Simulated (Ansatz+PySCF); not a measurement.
# doublet BeH: levels of theory in one basis

```yaml
atoms:
  - { symbol: Be, position_ang: [0.0000, 0.0000, -0.2500] }
  - { symbol: H, position_ang: [0.0000, 0.0000, 0.9999] }
```

Basis set: def2-SVP (spherical functions). All electrons are correlated. Correlation on ROHF uses semicanonical orbitals with singles. Charge 0, multiplicity 2.

Computed with Ansatz (development build ahead of 0.2.0); each method stands on the lowest determinant of its kind that the runs found. NEVPT2 correlates all electrons. Active spaces start from the frontier orbitals, and the lowest solution found is given.

| method | E − E(ROHF) (eV) | <S²> of the determinant |
| --- | --- | --- |
| ROHF | 0.00 | 0.75 |
| UHF | -0.01 | 0.75 |
| ROHF-MP2 | -0.66 | – |
| UHF-MP2 | -0.66 | 0.75 |
| ROHF-CCSD | -0.91 | – |
| UHF-CCSD | -0.91 | 0.75 |
| ROHF-CCSD(T) | -0.92 | – |
| CASSCF(3,5) | -0.61 | – |

(1) What does SC-NEVPT2(3,5) give on the same scale?

(2) Is a single determinant a sound starting point here?

Answers

(1) -0.78 eV. NEVPT2 here correlates all electrons, so it doesn't share the others' frozen core.

(2) By this sign, yes. Unrestricted orbitals gain 0.01 eV and <S²> is 0.75 against 0.75 for a pure state. The CASSCF(3,5) natural occupations are 1.97, 1.00, 0.01, 0.01, 0.00.
